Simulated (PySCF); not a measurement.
Compound: C₂H₅ClGeO.
Z-matrix (Å and degrees, PBE0-D3(BJ)/def2-SVP geometry), rows numbered from 1:
```
C 
C   1  1.4965
O   2  1.2053  1  124.52
Ge  2  2.0062  1  120.52  3  -179.98
Cl  4  2.1735  2  109.59  1     2.24
H   1  1.1020  2  109.62  3   121.89
H   1  1.1022  2  109.64  3  -122.22
H   1  1.0987  2  110.38  3    -0.15
H   4  1.5347  2  109.99  1   120.50
H   4  1.5350  2  110.02  1  -116.25
```

Linear response at wB97X-D/def2-SVPD (PySCF, frozen core in the response, non-relativistic). The structure is a single PBE0-D3(BJ)/def2-SVP conformer in the gas phase; no vibrational or solvent corrections. Relativistic effects, spin–orbit coupling among them, are left out although an element past zinc is present.

Static isotropic polarisability: 72.33 au (10.72 Å³), principal values 57.4, 74.8, 84.8 au.

Q: What is the polarisability at 1064 nm and at the sodium D line?

A: 73.02 au at 1064 nm (+1.0 %), 74.67 au at 589.3 nm (+3.2 %). The rise at 589.3 nm is 3.38 times that at 1064 nm; a pure ω² law gives 3.26. The lowest singlet lies at 335 nm, shorter than both wavelengths.

Q: What is the isotropic C6 coefficient between two such molecules, C6 = (3/π)∫α(iω)² dω?

A: 1987 au (Eh·bohr⁶) by a ten-point quadrature over imaginary frequencies, which is 1190 eV·Å⁶ or 115 J·nm⁶/mol.

Q: Which effective excitation energy ω̄ makes London's formula C6 = (3/4)α²ω̄ exact here?

A: ω̄ = 4·C6/(3α²) = 0.506 Eh = 13.8 eV. A one-pole form α(ω) = α/(1 − ω²/ω̄²) fitted to the 1064 nm value gives 12.0 eV. London's choice of the ionisation energy (9.42 eV, ΔSCF at the same level) gives C6 = 1360 au, 32 % too low.

Q: What does −C6/R⁶ come to at R = 8 Å between centres?

A: -440 J/mol. This is the leading, orientation-averaged term; C8 and higher terms are left out.

Q: How anisotropic is the static polarisability, by Δα² = ½[(α1 − α2)² + (α2 − α3)² + (α3 − α1)²]?

A: Δα = 24.0 au, or 0.33 of the isotropic value.

Q: What three-body coefficient follows from the one-pole estimate C9 = (3/4)·α·C6?

A: 108000 au. This is an estimate from the two numbers above, not a computed integral.

Q: The lowest 10 singlets have (eV, f): 3.71, 0.001; 6.09, 0.018; 6.78, 0.036; 7.16, 0.009; 7.24, 0.018; 7.46, 0.154; 7.47, 0.108; 7.76, 0.019; 8.02, 0.025; 8.02, 0.022. What share of the static polarisability do they carry in the sum over states α = Σ f/ω²?

A: 5.66 au, 7.8 % of α; the largest term, 2.06 au, is that of the state at 7.46 eV. Their oscillator strengths add up to 0.41. Higher states carry the rest.

The run took 34 s on one thread, Intel Xeon 6975P-C (x86_64), shared host, and the process peaked at 0.80 GiB of memory. This is the whole response run at wB97X-D/def2-SVPD, SCF included.

wB97X-D is run here without its empirical dispersion term; that term would change no orbital, density or response property at a fixed geometry.
